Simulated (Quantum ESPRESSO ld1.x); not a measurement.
The numbers below are computed, except where a source is named.
One sound ld1.x (Quantum ESPRESSO 7.5) input for the nitrogen ion N+ gives E = -53.9214 hartree in 23 iterations:

```
 &input
    zed=7.0,
    iswitch=1,
    rel=0,
    dft='PBE',
    config='[He] 2s2 2p2',
    prefix='ld1',
    max_out_wfc=37,
    file_charge='ld1.rho',
 /
```

Changed or added lines, one case at a time, and what came of them:

- ecut=1: refused. The program stops in ld1_readin with "reading input namelist": the namelist holds a keyword that &input does not know.
- xmin=-1.0: refused. The program stops in ld1_readin with "wrong xmin": xmin is refused above -2.
- dx=0.1: inaccurate. The radial step is too large to integrate the orbitals; the run ends without a warning, but the energy is off by -0.01648 hartree against the default mesh.
- isic=1 latt=1: refused. The program stops in ld1_readin with "isic and latter correction not allowed": the two corrections exclude each other.
- config='[He] 2s2 2p2 3f1': refused. The program stops in el_config with "main/angular quantum number mismatch": l must be smaller than n.
- config='[He] 2s2 2p2 3d-1': harmless. A negative occupation marks a state as unused; the result equals that of the sound run.
- config='[He] 2s2 2p2 8s1': refused. The program stops in el_config with "wrong main quantum number": the config string takes n from 1 to 7 alone.
